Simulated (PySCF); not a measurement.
Static response to an electric field

Compound: C4H13PSi2.
Cartesian coordinates in Å at the PBE0-D3(BJ)/def2-SVP level; atoms count from 1:
```
atom  x, y, z in Å
P1     4.5036   -0.8481   -0.7498
Si2    2.5907   -0.5530    0.4419
Si3    1.0503    0.8425   -0.6407
C4    -0.5699    1.0185    0.3142
C5    -1.7233    1.6815   -0.4856
C6    -2.2895    0.2786   -0.7731
C7    -1.4142   -0.2834    0.3628
H8     3.8129   -1.0871   -1.9788
H9     4.6652    0.5475   -1.0162
H10    2.0069   -1.9131    0.6731
H11    2.9846    0.0025    1.7759
H12    1.6895    2.1808   -0.8600
H13    0.7787    0.2450   -1.9905
H14   -0.3447    1.4768    1.2916
H15   -2.3823    2.2669    0.1746
H16   -1.4631    2.3135   -1.3499
H17   -1.9698   -0.0965   -1.7572
H18   -3.3780    0.1428   -0.6915
H19   -1.9673   -0.3710    1.3108
H20   -0.9022   -1.2428    0.1819
```

Level: CAM-B3LYP/def2-SVPD (PySCF), static field, nuclei fixed, core orbitals frozen in the response. The polarisability tensor in these axes (au):

```
x   165.94 -14.19  -5.34
y   -14.19 118.40  -2.93
z    -5.34  -2.93 115.92
```

Question: What are the eigenvalues, a third of the trace, and Δα (Δα² = ½Σ(αi − αj)² over the three pairs)?

Answer: Principal values 110.76, 119.30 and 170.22 au; mean 133.42 au = 19.77 Å³ = 22.00 × 10⁻⁴⁰ C²·m²/J; Δα = 55.68 au (42 % of the mean).

Question: What is the dipole moment, and where does it point?

Answer: (-1.55, 0.61, 0.15) D, 1.67 D in size, pointing from the negative to the positive side. Measured along this direction, the outermost atoms are P1 at the negative end and H18 and H15 at the positive end.

Question: Find the Langevin capture rate constant for H3+ (3.023 u) meeting this molecule (148.029 u), k = 2.342 × 10⁻⁹ cm³/s × √(α in Å³ / reduced mass in u).

Answer: The reduced mass is 2.96 u, so k = 6.05 × 10⁻⁹ cm³/s. The formula leaves out the permanent dipole, which adds to the capture rate.

Question: What would n − 1 = 2πNα be for an ideal gas of these molecules at 350 K and 1 atm, electronic part alone?

Answer: N = p/kT = 2.0968 × 10¹⁹ cm⁻³, so n − 1 = 2π × N × 19.77 × 10⁻²⁴ cm³ = 2605 × 10⁻⁶ at long wavelengths, for an ideal gas.

Question: Rayleigh depolarisation ratio (linearly polarised light, static tensor)?

Answer: ρ = 3Δα²/(45ᾱ² + 4Δα²) = 9301.0/(801076 + 12401.4) = 0.0114.

Geometry: PBE0-D3(BJ)/def2-SVP, one conformer, isolated molecule.

These values come from a run that also computed excited states and ΔSCF ions. Hardware: an Arm Neoverse V1 with one thread (shared host). Cost: 2.6 min.
